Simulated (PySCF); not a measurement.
Compound: C6H4BrNS.
SMILES with atom numbers: `[Br:1][c:2]1[cH:3][s:4][c:5]2[cH:6][cH:7][nH:8][c:9]12` (hydrogens: H10 on C3; H11 on C6; H12 on C7; H13 on N8)

Method used: PBE0-D3(BJ)/def2-SVP geometry optimisation, gas phase (PySCF).

Entries marked ? are missing.

| coordinate | value |
| --- | --- |
| Br1–C2 | 1.874 Å |
| C2–C3 | 1.369 Å |
| C3–S4 | 1.737 Å |
| S4–C5 | ? |
| C5–C6 | ? |
| C6–C7 | 1.382 Å |
| C7–N8 | ? |
| N8–C9 | 1.363 Å |
| C2–C9 | ? |
| C5–C9 | 1.395 Å |
| C3–H10 | 1.088 Å |
| C6–H11 | 1.087 Å |
| C7–H12 | 1.088 Å |
| N8–H13 | 1.010 Å |
| Br1–C2–C3 | 125.1° |
| Br1–C2–C9 | ? |
| C3–C2–C9 | 111.5° |
| C2–C3–S4 | 112.7° |
| C3–S4–C5 | 91.5° |
| S4–C5–C6 | 141.5° |
| S4–C5–C9 | 110.6° |
| C6–C5–C9 | 107.9° |
| C5–C6–C7 | 105.7° |
| C6–C7–N8 | 109.8° |
| C7–N8–C9 | ? |
| C2–C9–N8 | 138.2° |
| C2–C9–C5 | ? |
| C5–C9–N8 | 108.1° |

Estimate the withheld lengths and angles.

- S4–C5 = 1.729 Å, aromatic (thiophene-type sulfur to ring-fusion aromatic carbon); 0.05 Å below the sum of covalent radii, 1.78 Å.
- C5–C6 = 1.421 Å, aromatic (ring-fusion aromatic carbon to aromatic CH carbon); 0.04 Å below the sum of covalent radii, 1.46 Å.
- C7–N8 = 1.373 Å, aromatic (aromatic CH next to a ring nitrogen to pyrrole-type nitrogen); 0.07 Å below the sum of covalent radii, 1.44 Å.
- C2–C9 = 1.420 Å, aromatic (aromatic C–Br carbon to ring-fusion aromatic carbon); 0.04 Å below the sum of covalent radii, 1.46 Å.
- Br1–C2–C9 = 123.3°, at the aromatic C–Br carbon; the outer atoms are 2.907 Å apart.
- C7–N8–C9 = 108.6°, at the pyrrole-type nitrogen, inside a 5-membered ring; the outer atoms are 2.222 Å apart.
- C2–C9–C5 = 113.7°, at the ring-fusion aromatic carbon, inside a 5-membered ring; the outer atoms are 2.357 Å apart.

Radii are Cordero's, carbon taken as 0.76, 0.73 or 0.69 Å for four, three, and two or fewer neighbours.

Stationary, but not proved a minimum.

Rough CPU time on one thread of a shared machine: about 2.9 min. This is the geometry optimisation.
